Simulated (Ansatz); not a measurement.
Consider the formal hydrolysis of a Ga–Se bond: `[F][Ga]([SH])[SeH]` + H₂O → `[OH][Ga]([F])[SH]` + H₂Se.

Calculated with Ansatz (gas phase, PBE0-D4/def2-TZVP geometries, no zero-point term in ΔE). CBS: MP2 limit from def2 TZ/QZ plus the TZ coupled-cluster correction, frozen cores. This one scheme is used for every species. For Ga, Se outer-core shells are correlated without core-valence functions, which leaves a few kJ/mol of doubt a bond. Scalar relativity is left out up to krypton. One conformer a species, not always the lowest.

| species | SCS-MP2/def2-TZVPP energy (Eh) |
| --- | --- |
| `[F][Ga]([SH])[SeH]` | -4822.29589 |
| H₂O | -76.32077 |
| `[OH][Ga]([F])[SH]` | -2497.32064 |
| H₂Se | -2401.28007 |

(1) Work out ΔE.

Largest T1 diagnostic among the species: 0.014.

Answers

(1) ΔE = (-2497.32064) + (-2401.28007) − (-4822.29589) − (-76.32077) = 0.01595 Eh = +41.9 kJ/mol. CCSD(T)/CBS gives +51.2 kJ/mol.

The D4 term adds +5.2 kJ/mol with B3LYP and +2.9 kJ/mol with PBE0; it sums over pairs of atoms, weighted by their polarisabilities, and B3LYP, whose exchange is more repulsive, gets the larger term. From PBE to PBE0 (25 % exact exchange), in def2-TZVPP and without D4, ΔE moves by +3.1 kJ/mol.

B3LYP here is the variant with VWN-RPA as its local correlation; programs differ in this.
